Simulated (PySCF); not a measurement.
All of these have the formula C5H7FO. Computed with TDDFT CAM-B3LYP/def2-SVPD, vertical, gas phase, core orbitals frozen in the response (PySCF 2.14.0, density-fitted response routines). Geometries: GFN2-xTB; one conformer of each isolated species. Triplets are in the Tamm–Dancoff approximation.

A. `C=CC1(F)COC1`
B. `C=C[C@H](C)C(=O)F`
C. `CC1(C(=O)F)CC1`
D. `F[C@H]1C=CCOC1`

Lowest singlet levels (six at most, fewer where fewer were computed) with oscillator strengths:

1. 185 nm (f 0.010); 174 nm (f 0.210); 170 nm (f 0.079); 166 nm (f 0.007); 157 nm (f 0.013); 151 nm (f 0.007); T1 4.40 eV
2. 204 nm (f 0.001); 164 nm (f 0.260); 153 nm (f 0.006); 146 nm (f 0.028); 145 nm (f 0.019); 140 nm (f 0.000); T1 5.51 eV
3. 211 nm (f 0.024); 175 nm (f 0.184); 160 nm (f 0.044); 156 nm (f 0.149); 154 nm (f 0.094); 150 nm (f 0.004); T1 4.45 eV
4. 175 nm (f 0.000); 170 nm (f 0.001); 167 nm (f 0.045); 166 nm (f 0.504); 163 nm (f 0.020); 154 nm (f 0.001); T1 4.47 eV

Problem. Match each spectrum to its molecule.

Solution. 1 = D, 2 = C, 3 = B, 4 = A.
- A: S1 at 7.09 eV, HOMO→LUMO+2 (84%), HOMO→LUMO+5 (11%); Löwdin shares by element: HOMO oxygen 60%, carbon 19% or more, hydrogen 5% or more (atoms not listed hold the other 15%); LUMO carbon 65% or more, hydrogen 12% or more (atoms not listed hold the other 23%); HOMO -9.18 and LUMO 0.92 eV; point group Cs, 1 of its 6 listed states under f = 0.0005.
- B: S1 at 5.88 eV, HOMO-1→LUMO (42%), HOMO→LUMO (33%), HOMO-1→LUMO+2 (13%); Löwdin shares by element: HOMO carbon 73% or more, oxygen 8% (atoms not listed hold the other 19%); LUMO carbon 53% or more, oxygen 20% (atoms not listed hold the other 27%); HOMO -9.45 and LUMO 0.27 eV.
- C: S1 at 6.08 eV, HOMO-1→LUMO (81%), HOMO-2→LUMO (14%); Löwdin shares by element: HOMO carbon 71% or more (atoms not listed hold the other 29%); LUMO carbon 43% or more, oxygen 30%, fluorine 8% (atoms not listed hold the other 19%); HOMO -10.17 and LUMO 0.66 eV; point group Cs, 1 of its 6 listed states under f = 0.0005.
- D: S1 at 6.70 eV, HOMO-1→LUMO (79%), HOMO→LUMO (13%); Löwdin shares by element: HOMO carbon 77% or more (atoms not listed hold the other 23%); LUMO carbon 69% or more (atoms not listed hold the other 31%); HOMO -9.04 and LUMO 0.94 eV.
